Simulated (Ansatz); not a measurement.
Reaction (redistribution): `C=[C]([SiH3])[InH2]` + `[F][Sb]([F])[F]` → `[F][Sb]([F])[SiH3]` + `C=[C](F)[InH2]`

Computed with Ansatz on PBE0-D4/def2-TZVP structures; ΔE is electronic, products minus reactants. CCSD(T)/CBS adds triple-zeta CCSD(T) − MP2 to the extrapolated MP2 energy (def2 sets, frozen cores). Functionals use def2-TZVPP. def2 core potentials past Kr. For In, Sb outer-core shells are correlated without core-valence functions, which leaves a few kJ/mol of doubt a bond.

`C=[C]([SiH3])[InH2]`:

Cartesian coordinates in Å:
```
C 0.477 -1.382 0.673
C 0.068 -0.250 0.088
Si 0.357 1.394 0.897
In -0.926 -0.447 -1.811
H 0.327 -2.367 0.232
H 0.991 -1.388 1.637
H -0.939 2.089 1.132
H 1.170 2.272 0.009
H 1.065 1.236 2.200
H -1.089 -2.075 -2.367
H -1.503 0.918 -2.689
```

`[F][Sb]([F])[F]`:

```xyz
4

F    -0.326    1.587   -0.063
Sb    0.481    0.004    0.570
F    -1.129   -0.976    0.635
F     0.973   -0.616   -1.142
```

`[F][Sb]([F])[SiH3]`:

Cartesian coordinates in Å:
```
F -0.019 1.043 -2.196
Sb 1.221 0.953 -0.743
F 0.430 2.379 0.255
Si -0.215 -0.844 0.500
H 0.295 -0.997 1.889
H -0.086 -2.145 -0.211
H -1.626 -0.389 0.507
```

`C=[C](F)[InH2]`:

Cartesian coordinates in Å:
```
C -0.936 0.593 -1.013
C 0.165 0.606 -0.272
F 0.994 1.673 -0.387
In 0.737 -0.949 1.104
H -1.181 1.403 -1.694
H -1.618 -0.245 -0.942
H -0.358 -2.272 1.209
H 2.197 -0.810 1.995
```

```csv
level,ΔE (kJ/mol)
r2SCAN,143.8
MP2/def2-SVP,148.9
CCSD(T)/def2-SVP,128.7
HF/def2-QZVPP,151.4
```

Q: What does CCSD(T)/CBS give? (Estimate.)

A: The calculation gave: +161.4 kJ/mol. The listed levels differ from it by -17.6, -12.5, -32.7, -10.0 kJ/mol.

Largest T1 diagnostic among the species: 0.015.

From BLYP to BHLYP (50 % exact exchange), in def2-TZVPP and without D4, ΔE moves by +8.8 kJ/mol. In def2-TZVPP, CCSD(T) changes the Hartree–Fock value by +8.8 kJ/mol (the triples alone add +1.7 kJ/mol) and MP2 by +27.2 kJ/mol.
